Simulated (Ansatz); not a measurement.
Program: Ansatz. Geometries: PBE0-D4/def2-TZVP. ΔE: electronic, gas phase. CCSD(T)/CBS adds triple-zeta CCSD(T) − MP2 to the extrapolated MP2 energy (def2 sets, frozen cores). This one scheme is used for every species. Functionals use def2-TZVPP. Each species was taken in one conformer, which may not be the lowest.

Consider the substitution at a C–Si bond: `BO[SiH2]C#C` + `C=C=N` → `C#CN=C=C` + `BO[SiH3]`.

CCSD(T)/CBS gives +1.14 eV.

(1) Another level gave +0.91 eV. Which?
A. PBE0/def2-TZVPP
B. CCSD/def2-TZVPP
C. PBE-D4/def2-TZVPP
D. r2SCANh/def2-TZVPP

Largest T1 diagnostic among the species: 0.015.

Answers

(1) A. PBE0 0.91, CCSD/def2-TZVPP 1.13, r2SCANh 0.97, PBE-D4 0.85 eV.

At CCSD(T), def2-SVP lies −0.24 eV from the extrapolated value and def2-TZVPP −0.02 eV. From PBE to PBE0 (25 % exact exchange), in def2-TZVPP and without D4, ΔE moves by +0.07 eV.
